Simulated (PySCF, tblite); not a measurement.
Isomers of C5H3ClO2. All values are computed: GFN2-xTB (tblite) harmonic vibrations without scaling, gas phase. The method is semi-empirical: single wavenumbers can be off by several per cent or more. One conformer each.

Electronic energies: PBE0/pcSseg-1 single points on the GFN2-xTB geometries (PySCF, gas phase).

```
            SMILES  electronic energy, lowest = 0 (kJ/mol)
O=C1C=C(Cl)C(=O)C1                                    10.6
    O=C(Cl)c1ccco1                                     3.2
    O=C(Cl)c1ccoc1                                     0.0
```

How do GFN2-xTB zero-point energies change the relative energies?

| SMILES | ZPE (kJ/mol) | of it from modes above 1550 cm⁻¹ | electronic (kJ/mol) | with ZPE, lowest = 0 (kJ/mol) | lowest mode (cm⁻¹) | rings |
| --- | --- | --- | --- | --- | --- | --- |
| O=C(Cl)c1ccoc1 | 179.6 | 77.3 | 0.0 | 0.0 | 53 | 1 |
| O=C(Cl)c1ccco1 | 179.6 | 67.9 | 3.2 | 3.2 | 67 | 1 |
| O=C1C=C(Cl)C(=O)C1 | 175.8 | 85.3 | 10.6 | 6.8 | 63 | 1 |

The zero-point energies span 3.8 kJ/mol, from `O=C1C=C(Cl)C(=O)C1` to `O=C(Cl)c1ccoc1`. The order is unchanged.

And how do the electronic energies of GFN2-xTB itself compare?

`O=C(Cl)c1ccoc1` 0.0; `O=C(Cl)c1ccco1` 3.7; `O=C1C=C(Cl)C(=O)C1` 68.2 kJ/mol, lowest = 0. Against the energies above, taken from the same isomer `O=C(Cl)c1ccoc1`, the largest difference is 57.6 kJ/mol.

What do entropy and thermal enthalpy add at 298.15 K and 1 bar (rigid rotor, harmonic oscillator, one conformer each)?

```json
{"SMILES": "O=C(Cl)c1ccoc1", "point group": "Cs", "symmetry number": "1", "S (J/(mol K))": "353.0", "H − H(0) (kJ/mol)": "20.30", "ZPE + H − H(0) − TS (kJ/mol)": "94.7"}
{"SMILES": "O=C(Cl)c1ccco1", "point group": "Cs", "symmetry number": "1", "S (J/(mol K))": "351.5", "H − H(0) (kJ/mol)": "20.27", "ZPE + H − H(0) − TS (kJ/mol)": "95.1"}
{"SMILES": "O=C1C=C(Cl)C(=O)C1", "point group": "Cs", "symmetry number": "1", "S (J/(mol K))": "357.1", "H − H(0) (kJ/mol)": "21.09", "ZPE + H − H(0) − TS (kJ/mol)": "90.4"}
```
